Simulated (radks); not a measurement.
Initial-state core-level shifts of the molybdenum ion Mo+ when its valence configuration changes from [Kr] 4d5. Method: Dirac Kohn-Sham, PBE, spin-unpolarised, spherical densities, point nucleus; open shells are shared between the two j in proportion to 2j + 1; computed with a radial shooting solver on a logarithmic mesh with Libxc functionals. Shifts are changes of the shell-averaged eigenvalues in eV (positive: less bound).

valence           2p       3s       3p       4s
4d4 5s1       -3.570   -3.521   -3.522   -3.262
4d3 5s2       -7.695   -7.555   -7.557   -6.885
4d2 5s1 5p2  -14.707  -14.442  -14.442  -13.118
4d3 5p2      -10.095   -9.981   -9.981   -9.285
4d4 5p1       -4.784   -4.751   -4.751   -4.500
4d4.5 5p0.5   -2.318   -2.307   -2.307   -2.203
4d4.5 5s0.5   -1.711   -1.691   -1.692   -1.579
4d2 5p3      -15.844  -15.590  -15.589  -14.232
4d2 5s2 5p1  -13.533  -13.258  -13.259  -11.967
